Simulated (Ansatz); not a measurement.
Input file for Ansatz (an electronic-structure program): R-CCSD(T)/cc-pVDZ on CH5BSe (SMILES CB[SeH]), a point of a torsion scan. The run froze 16 orbitals, filled d shells among them.

Ansatz 0.2 input:
```yaml
crystal:
  periodic: [false, false, false]
  atoms:
    - {symbol: C, position_ang: [-0.93746530, -0.17506756, 0.13698279]}
    - {symbol: B, position_ang: [0.37234767, 0.67390162, 0.08044058]}
    - {symbol: Se, position_ang: [2.11743667, -0.18283070, 0.04883768]}
    - {symbol: H, position_ang: [-1.17439511, -0.41508908, -0.90240791]}
    - {symbol: H, position_ang: [-0.84327170, -1.12580864, 0.65998237]}
    - {symbol: H, position_ang: [-1.80187471, 0.35238958, 0.53487052]}
    - {symbol: H, position_ang: [0.34319833, 1.80795914, -0.21403259]}
    - {symbol: H, position_ang: [2.53709182, 0.38901679, -1.20228669]}
basis:
  gaussian:
    orbitals: cc-pVDZ
magnetization: {spin_polarized: false}
correlation: {method: ccsd_t, electrons: outside_noble_gas}
scf: {lower_state_search: off}
```

Program output:

```
WARN ansatz: RAYON_NUM_THREADS=1 ignored (pool sized by the plan → 1); use --threads N
Functional definition: HF
these checks for a lower state are left out or cut short: stability, starts, cluster_reference, orbital_swaps, neighbouring_geometries, increment
integrals: 0.07 GiB planned
804 factors; integrals over basis functions are off by at most 1.2e-3 eV
mean field: 0.21 GiB planned
mean field evaluation 1: about -67082.0916 eV, gradient 2.3e1 eV
mean field evaluation 2: about -67082.1440 eV, gradient 2.3e1 eV
mean field evaluation 4: about -67083.8732 eV, gradient 2.3e0 eV
mean field evaluation 8: about -67083.9002 eV, gradient 1.3e-1 eV
mean field -67083.90030602 eV, -2465.2878651456 hartree, gradient 2.9e-6 eV, S^2 0.000000; 0 other end points of the search recorded, 0 dependent functions left out
16 core orbitals not correlated
reference -67083.90030602 eV, -2465.2878651456 hartree; 9, 9 occupied and 55, 55 virtual orbitals, 804 factors
second order -9.44806726 eV of doubles, -0.00000000 eV of singles
coupled cluster: 0.17 GiB planned
cycle   1  -10.32804171 eV  change   -8.8e-1 eV  update   7.5e-2
cycle   2  -10.63866339 eV  change   -3.1e-1 eV  update   2.4e-2
cycle   3  -10.68265205 eV  change   -4.4e-2 eV  update   1.2e-2
cycle   4  -10.68045687 eV  change    2.2e-3 eV  update   5.6e-3
cycle   5  -10.67941548 eV  change    1.0e-3 eV  update   2.6e-3
cycle   6  -10.67949841 eV  change   -8.3e-5 eV  update   7.9e-4
cycle   7  -10.67960411 eV  change   -1.1e-4 eV  update   2.7e-4
cycle   8  -10.67966042 eV  change   -5.6e-5 eV  update   9.4e-5
cycle   9  -10.67965358 eV  change    6.8e-6 eV  update   3.6e-5
cycle  10  -10.67965944 eV  change   -5.9e-6 eV  update   1.4e-5
perturbative correction -0.30179855 eV, -0.0110908921 hartree
Total energy: -67094.88176401 eV, -2465.6914262832 hartree
Checks for a lower state left out: stability, starts, cluster_reference, orbital_swaps, neighbouring_geometries, increment
```

Self-consistency was reached.

Cost: very roughly 2.8 core-seconds.
